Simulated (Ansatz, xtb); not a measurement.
# C6H7BN2: which of two isomers lies lower

Structure a: `C=CC#CB(C#N)NC`, a singlet. Structure b: `N#C[BH2-][n+]1ccccc1`, a singlet. Both are isolated molecules in the gas phase, relaxed with B3LYP/def2-SVP; the shapes shown needn't be the lowest conformers.

a (Å):

```xyz
16

C     2.7102   -1.2297   -1.3186
C     2.4446   -1.3487   -0.0049
C     1.2843   -0.8311    0.6353
C     0.2978   -0.3991    1.2171
C    -1.0427   -0.0888    3.5028
C    -3.1638    1.3857    1.8422
B    -0.9243    0.1331    1.9614
N    -1.1336   -0.2516    4.6491
N    -1.9442    0.8174    1.2974
H     3.6234   -1.6520   -1.7451
H     2.0271   -0.7099   -1.9958
H     3.1570   -1.8769    0.6415
H    -1.8352    0.9446    0.2950
H    -3.2073    1.2102    2.9254
H    -4.0582    0.9305    1.3833
H    -3.2115    2.4743    1.6675
```

b (Å):

```xyz
16

C     1.5939   -0.0598   -2.1085
C    -0.2526   -1.8132    0.0606
C    -0.9228   -1.7844    1.2792
C    -0.2203   -1.4175    2.4292
C     1.1326   -1.0899    2.3162
C     1.7361   -1.1411    1.0638
B     1.7838   -1.5041   -1.4865
N     1.4469    1.0041   -2.5533
N     1.0513   -1.4961   -0.0387
H     1.2261   -2.3584   -2.1520
H     2.9575   -1.7554   -1.2795
H    -0.7433   -2.0923   -0.8729
H    -1.9807   -2.0490    1.3174
H    -0.7202   -1.3877    3.4001
H     1.7230   -0.7974    3.1860
H     2.7883   -0.8987    0.9087
```

Q: Estimate which is lower in electronic energy at CCSD(T)/def2-SVP + ΔMP2/def2-TZVPP, and by roughly how much.

A: The CCSD(T)/def2-SVP + ΔMP2/def2-TZVPP calculation puts structure b lower, by 22.1 kcal/mol.

Level by level:

| level | geometry | E(b) − E(a) (kcal/mol) | departure from the last row (kcal/mol) | job, with rough time for the two |
| --- | --- | --- | --- | --- |
| GFN2-xTB | GFN2-xTB | −45.9 | −23.8 | optimisation, 0.26 s |
| HF/STO-3G | GFN2-xTB | −28.1 | −6.0 | single point, 0.46 s |
| r2SCAN-D4/def2-SVP | GFN2-xTB | −26.4 | −4.3 | single point, 4.6 s |
| B3LYP/def2-SVP | B3LYP/def2-SVP | −21.8 | +0.3 | optimisation, 64 s |
| HF/def2-SVP | B3LYP/def2-SVP | −17.6 | +4.5 | part of the CCSD(T) run |
| MP2/def2-SVP | B3LYP/def2-SVP | −24.6 | −2.5 | part of the CCSD(T) run |
| CCSD(T)/def2-SVP | B3LYP/def2-SVP | −22.1 | 0.0 | single point |
| CCSD(T)/def2-SVP + ΔMP2/def2-TZVPP | B3LYP/def2-SVP | −22.1 |  | single point, 2.7 min |

As drawn, b has 2 C∷N, 4 C∷C, 2 B–H in place of 1 C=C, 1 C–C, 1 C≡C, 1 C–B, 1 C–N, 1 C–H, 1 N–H (∷ is an aromatic bond). Structure a has no ring, b a 6-membered ring (with an aromatic ring).

None of the levels shown reverses the order. The largest departure from CCSD(T)/def2-SVP + ΔMP2/def2-TZVPP is that of GFN2-xTB, 23.8 kcal/mol. A small imaginary or near-zero mode remains, so no thermal terms are given. The last row adds to CCSD(T) the change of the MP2 difference between the two basis sets, here 0.0 kcal/mol.

The correlated steps freeze 9 core orbitals. Codes used: Ansatz 0.2.0, xtb 6.7.1; the last row on 4 threads of Arm Neoverse V1 on a shared host.
